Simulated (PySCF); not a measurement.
# What a mistake does to a calculation on Al2GeH3O

Calculated results; nothing here was measured. They come from PySCF 2.14.0, an open-source quantum chemistry program, on an isolated molecule that a program drew, which may never have been made. The molecule is Al2GeH3O (charge 0, doublet), drawn as the SMILES string `[O]=[Al][AlH][GeH2]`.

Each row is a Hartree-Fock (HF) and frozen-core CCSD(T) single point in the cc-pV(D+d)Z basis, meant for a local HF minimum. Run 1 is clean. Each other run has one planted mistake out of seven kinds, and not every kind appears here: one electron removed, one electron added, multiplicity raised by two, geometry at a saddle point, minimal basis STO-3G, one bond length entered in bohr, all coordinates scaled. The reference is restricted for singlets and unrestricted otherwise, and also for a bond in bohr. Adding or removing an electron swaps singlet and doublet. Electrons count all cores. HOMO and LUMO are orbital energies over both spins, the gradient is its largest component, and the lowest frequency (negative if imaginary) is given only where the gradient is small. Bond lengths are over the 6 bonds as drawn. T1 is the CCSD diagnostic: over 0.02 (restricted) or 0.045 (unrestricted) a single reference is doubtful. Germanium has the cc-pVDZ-PP basis, with a core potential (ECP10MDF) in place of its 10 inner electrons, and its 3s, 3p and 3d shells are frozen in CCSD(T).

Geometry of the clean run:
```xyz
7
Al2GeH3O, angstrom
O    -0.9900    0.0094   -1.8624
Al   -0.7918    1.0070   -0.6589
Al   -0.4569    2.6304    1.3381
Ge    0.4879    1.7512    3.3657
H    -0.8605    4.1463    1.2269
H     0.9055    0.2945    3.5524
H     0.7556    2.5567    4.6342
```

```
run,electrons,basis functions,<S^2>,HOMO (eV),LUMO (eV),gradient (hartree/bohr),lowest frequency (cm^-1),mean bond (Å),longest bond (Å),T1,HF (hartree),CCSD(T) (hartree),mistake
1,69,98,0.761,-8.59,-0.91,1.1e-05,61,1.8667,2.595,0.0308,-853.79066,-854.23758,no fault
2,69,98,0.761,-8.53,-0.91,2.3e-02,-,1.9059,2.650,0.0323,-853.78785,-854.23855,all coordinates scaled
3,68,98,0.000,-13.75,-7.18,4.1e-02,-,1.8667,2.595,0.0379,-853.50195,-853.93943,?
4,69,98,3.790,-5.91,-0.37,1.1e-01,-,1.8667,2.595,0.0199,-853.73349,-854.11657,?
```

**Which mistake was planted in run 3, and what did it cost?**

It counts 68 electrons, one fewer than the clean run, at the same geometry and basis. So the mistake is: one electron removed. Subtracting run 1 and multiplying by 627.51 kcal/mol a hartree, the energy moved by 181.2 kcal/mol in HF and 187.1 kcal/mol in CCSD(T).

**Which mistake was planted in run 4, and what did it cost?**

Electrons, basis and geometry are unchanged, and <S^2> is 3.790, beside S(S+1) = 3.75 for a multiplicity of 4. So the mistake is: multiplicity raised by two. Subtracting run 1 and multiplying by 627.51 kcal/mol a hartree, the energy moved by 35.9 kcal/mol in HF and 75.9 kcal/mol in CCSD(T).

Cautions from the logs. Run 3: T1 is over the limit, so its CCSD(T) energy is less reliable.
